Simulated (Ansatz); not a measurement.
C₇H₅NS (`c1ccc2scnc2c1`), charge 0, multiplicity 1.

(1) Give a relaxed structure at PBE0-D4/def2-TZVP (Ansatz 0.2.0). (Best estimate.)

Answers

(1) The calculation gave: 
Z-matrix (Å, degrees):
```
C
C 1 1.379
C 1 1.399 2 121.0
H 1 1.084 2 119.7 3 -180.0
C 2 1.394 1 118.9 3 -0.0
H 2 1.083 1 121.8 3 180.0
C 3 1.381 1 121.1 2 0.0
H 3 1.084 1 119.5 2 -180.0
C 5 1.408 2 119.5 1 -0.0
N 5 1.377 2 125.3 1 180.0
H 7 1.083 3 120.9 1 180.0
S 9 1.724 5 109.0 2 -180.0
C 10 1.285 5 110.3 2 180.0
H 13 1.083 10 123.6 5 180.0
```
Point group Cs.
This is one stationary point; other conformers may exist.
